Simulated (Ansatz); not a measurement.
Two structures of TiH3Cl3O, singlet, reached by relaxing down either side of one saddle point (PBE0-D4/def2-TZVP). Energies are electronic, without zero-point energy. Ansatz 0.2.0; basis: def2-TZVPP and def2-QZVPP; cores frozen in the correlated methods. Extrapolation: Hartree–Fock as exp(−7.88 √X), correlation as X^−2.97. First:

Ti1  (-0.920, -0.073, -0.394)
O2  (-0.384, -0.632, 1.170)
Cl3  (0.347, -0.930, -1.949)
Cl4  (-2.962, -0.759, -0.719)
Cl5  (-0.843, 2.104, -0.460)
H6  (2.459, 1.019, 0.594)
H7  (2.647, 0.640, -0.021)
H8  (-0.343, -1.370, 1.779)
(Å)

Second:

```xyz
8
angstrom
Ti -0.1610 0.1869 -0.7389
O 0.1328 -0.0479 1.4371
Cl 0.2793 -0.0116 -2.8604
Cl -1.6199 -1.4705 -0.3902
Cl -0.7629 2.2650 -0.4652
H 1.0407 -0.1505 1.7366
H 1.4820 0.0112 -0.4980
H -0.3908 -0.7826 1.7790
```

(1) Which bonds change from the first to the second?

(2) Give the saddle point's structure and its height above each. (To be estimated.)

T1 diagnostic: at most 0.026. The T1 diagnostic is large here, which may signal multireference character or strong orbital relaxation, so CCSD(T) is less sure. The restricted Hartree–Fock reference is unstable towards an unrestricted one at one or more of these structures.

## Answers

(1) TiHCl₃O ([OH][Ti]([Cl])([Cl])[Cl]) + H₂ → TiHCl₃ ([Cl][TiH]([Cl])[Cl]) + H₂O (still joined by a long Ti–O bond); bonds formed: Ti1–H7, O2–H6; bonds broken: H6–H7; bonds weakened to dative contacts: Ti1–O2.

(2) Computed: 157.5 kJ/mol above the first and 72.5 kJ/mol above the second (CCSD(T) at an estimated basis limit (MP2 extrapolated from triple and quadruple zeta, plus CCSD(T) − MP2 in triple zeta)).
```xyz
8
angstrom
Ti -0.2604 0.2046 -0.4909
O 0.0982 -0.1044 1.4524
Cl 0.5509 -0.2237 -2.4838
Cl -1.9159 -1.2454 -0.4433
Cl -0.9294 2.2565 -0.5371
H 1.1286 -0.0883 0.7850
H 1.5458 0.1363 -0.1045
H -0.2177 -0.9357 1.8222
```

Labels in which every atom is bracketed show which atoms are joined, not bond orders.

For scale, one of the runs: CCSD(T)/def2-TZVPP, 263 basis functions, launched by `ansatz run in.yaml --threads 8 --pin off --events-out ev --progress --plain --max-ram 19148MiB`. Time: 3.1 min of wall clock on 8 CPU threads of an Arm Neoverse V2; the host was shared. Peak host memory: 6.3 GiB.
